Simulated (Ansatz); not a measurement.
System: sum formula SnCl₃F, net charge 0, singlet state. 
Coordinates optimised at B3LYP-D3(BJ)/def2-TZVP (Ansatz, an electronic-structure program):
```
Sn
F 1 1.9063
Cl 1 2.3005 2 107.33
Cl 1 2.3005 2 107.33 3 -120.00
Cl 1 2.3005 2 107.33 4 -120.00
```
Charge 0, spin multiplicity 1.

Basis-set convergence of Hartree-Fock and CCSD correlation energies (hartree) with Ansatz. Valence correlation only, unless marked. No spin-orbit coupling. The frozen core is the preceding noble-gas configuration, with the filled d and f shells of earlier blocks. In def2 rows, elements after Kr have scalar-relativistic effective core potentials.

```tsv
basis	functions	E(HF)	E(corr, CCSD)
def2-SVPD	136	-1690.95741	-0.74716
def2-TZVPPD	249	-1691.55022	-0.96144
def2-QZVPPD	391	-1691.59565	-1.04225
```

Extrapolating the two largest sets (X = 3 and 4) as X^-3: E(corr) = (64·(-1.04225) - 27·(-0.96144))/37 = -1.1012 Eh, an estimate of the basis-set limit. The largest set recovers 94.6 % of it, the smallest 67.8 %.
